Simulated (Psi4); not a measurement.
CuF, singlet, at a GFN2-xTB geometry (such geometries of metal compounds can be far from the true shape); HF/def2-TZVP (Psi4).

Here is a job for Psi4.
```
memory 2 GB

molecule {
0 1
  Cu   -0.00000000   -0.00000000   -0.40615773
  F     0.00000000    0.00000000    1.30873047
}

set basis def2-tzvp
set scf_type pk
set puream true
set d_convergence 1e-8

energy('scf')
print_variables()
```

Q: Write the output that Psi4 gives for this input, abridged.

A: 
```
   => Loading Basis Set <=

    Name: DEF2-TZVP
    Role: ORBITAL
    Keyword: BASIS

         ---------------------------------------------------------
                                   SCF
               by Justin Turney, Rob Parrish, Andy Simmonett
                          and Daniel G. A. Smith
                              RHF Reference
         ---------------------------------------------------------

  ==> Geometry <==

    Molecular point group: c2v
    Full point group: C_inf_v

    Geometry (in Angstrom), charge = 0, multiplicity = 1:

       Center              X                  Y                   Z               Mass
    ------------   -----------------  -----------------  -----------------  -----------------
         CU           0.000000000000     0.000000000000    -0.397667916360    62.929597720000
         F            0.000000000000     0.000000000000     1.317220283640    18.998403162730

  Running in c2v symmetry.

  Rotational constants: A = ************  B =      0.39281  C =      0.39281 [cm^-1]
  Rotational constants: A = ************  B =  11776.21912  C =  11776.21912 [MHz]
  Nuclear repulsion =   80.538924919344595

  Charge       = 0
  Multiplicity = 1
  Electrons    = 38
  Nalpha       = 19
  Nbeta        = 19

  ==> Algorithm <==

  SCF Algorithm Type is PK.
  DIIS enabled.
  MOM disabled.
  Fractional occupation disabled.
  Guess Type is SAD.
  Energy threshold   = 1.00e-06
  Density threshold  = 1.00e-08
  Integral threshold = 1.00e-12

  ==> Primary Basis <==

  Basis Set: DEF2-TZVP
    Blend: DEF2-TZVP
    Number of shells: 26
    Number of basis functions: 76
    Number of Cartesian functions: 88
    Spherical Harmonics?: true
    Max angular momentum: 3

  ==> Integral Setup <==

  Using in-core PK algorithm.
   Calculation information:
      Number of atoms:                   2
      Number of AO shells:              26
      Number of primitives:             56
      Number of atomic orbitals:        88
      Number of basis functions:        76

      Integral cutoff                 1.00e-12
      Number of threads:                 1

  Performing in-core PK
  Using 8564402 doubles for integral storage.
  We computed 58874 shell quartets total.
  Whereas there are 61776 unique shell quartets.

  ==> DiskJK: Disk-Based J/K Matrices <==

    J tasked:                  Yes
    K tasked:                  Yes
    wK tasked:                  No
    Schwarz Cutoff:          1E-12

  Minimum eigenvalue in the overlap matrix is 7.4155574872E-03.
  Reciprocal condition number of the overlap matrix is 1.9889463369E-03.
    Using symmetric orthogonalization.

  ==> Pre-Iterations <==

  SCF Guess: Superposition of Atomic Densities via on-the-fly atomic UHF (no occupation information).

   -------------------------
    Irrep   Nso     Nmo
   -------------------------
     A1        34      34
     A2         8       8
     B1        17      17
     B2        17      17
   -------------------------
    Total      76      76
   -------------------------

  ==> Iterations <==

                        Total Energy        Delta E     RMS |[F,P]|

   @RHF iter SAD: -1734.67367455818612   -1.73467e+03   0.00000e+00
    Occupation by irrep:
             A1    A2    B1    B2
    DOCC [    11,    0,    4,    4 ]
    NA   [    11,    0,    4,    4 ]
    NB   [    11,    0,    4,    4 ]

   @RHF iter   1: -1736.27079749875384   -1.59712e+00   8.65647e-02 ADIIS/DIIS
    Occupation by irrep:
             A1    A2    B1    B2
    DOCC [    10,    1,    4,    4 ]
    NA   [    10,    1,    4,    4 ]
    NB   [    10,    1,    4,    4 ]

   @RHF iter   2: -1706.24805992947245    3.00227e+01   1.96049e-01 ADIIS
   @RHF iter   3: -1737.11509111228588   -3.08670e+01   7.17966e-02 ADIIS/DIIS
   @RHF iter   4: -1738.38288815734199   -1.26780e+00   1.00169e-02 ADIIS/DIIS
   @RHF iter   5: -1738.41013410010191   -2.72459e-02   1.88098e-03 ADIIS/DIIS
   @RHF iter   6: -1738.41152176922537   -1.38767e-03   3.94414e-04 ADIIS/DIIS
   @RHF iter   7: -1738.41171553651770   -1.93767e-04   2.50091e-04 ADIIS/DIIS
   @RHF iter   8: -1738.41183324873691   -1.17712e-04   8.33781e-05 DIIS
   @RHF iter   9: -1738.41187711001839   -4.38613e-05   2.76591e-05 DIIS
   @RHF iter  10: -1738.41188341283555   -6.30282e-06   1.04421e-05 DIIS
   @RHF iter  11: -1738.41188368966573   -2.76830e-07   2.47389e-06 DIIS
   @RHF iter  12: -1738.41188369653673   -6.87101e-09   4.18940e-07 DIIS
   @RHF iter  13: -1738.41188369675774   -2.21007e-10   7.76672e-08 DIIS
   @RHF iter  14: -1738.41188369677047   -1.27329e-11   2.45524e-08 DIIS
   @RHF iter  15: -1738.41188369677252   -2.04636e-12   7.19288e-09 DIIS
  Energy and wave function converged.

  ==> Post-Iterations <==

    Orbital Energies [Eh]
    ---------------------

    Doubly Occupied:

[...]
      10A1    -0.430774

    Virtual:

[...]
    Final Occupation by Irrep:
             A1    A2    B1    B2
    DOCC [    10,    1,    4,    4 ]
    NA   [    10,    1,    4,    4 ]
    NB   [    10,    1,    4,    4 ]

  @RHF Final Energy: -1738.41188369677252

   => Energetics <=

    Nuclear Repulsion Energy =             80.5389249193445949
    One-Electron Energy =               -2591.1957907381365658
    Two-Electron Energy =                 772.2449821220195645
    Total Energy =                      -1738.4118836967725201

Computation Completed

Properties will be evaluated at   0.000000,   0.000000,   0.000000 [a0]

Properties computed using the SCF density matrix

 Multipole Moments:

 ------------------------------------------------------------------------------------
     Multipole            Electronic (a.u.)      Nuclear  (a.u.)        Total (a.u.)
 ------------------------------------------------------------------------------------

 L = 1.  Multiply by 2.5417464519 to convert [e a0] to [Debye]
 Dipole X            :          0.0000000            0.0000000            0.0000000
 Dipole Y            :          0.0000000            0.0000000            0.0000000
 Dipole Z            :         -3.0651786            0.6096502           -2.4555284
 Magnitude           :                                                    2.4555284

 ------------------------------------------------------------------------------------

  Variable Map:
  ----------------------------------------------------------------------------
[...]
  Array Variable Map:
  ----------------------------------------------------------------------------
[...]
[...]
```
